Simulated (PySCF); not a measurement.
## Ionisation energy of Br by level of theory

Br [Ar] 3d10 4s2 4p5 (2P) → Br⁺ [Ar] 3d10 4s2 4p4 (3P), as a difference of total energies. Calculation: PySCF 2.14, in pcseg-2 (6s5p3d1f, 43 functions); no relativity, point nucleus. Correlated levels: valence: [Ar] 3d10 frozen. The calculations carry no spin-orbit coupling.

```csv
method,ionisation energy (eV),difference from reference (eV)
UHF,10.767,-1.077
r2SCAN,11.903,+0.059
PBE0,11.850,+0.006
MP2 (valence),11.575,-0.269
SCS-MP2 (valence),11.572,-0.272
CCSD (valence),11.575,-0.269
CCSD(T) (valence),11.607,-0.237
```

Reference: 11.844 eV (measured; NIST levels, between the centres of gravity of the two terms).

These non-relativistic numbers lack the scalar-relativistic shift.

Errors of the correlated levels include the incompleteness of this basis and the frozen core.
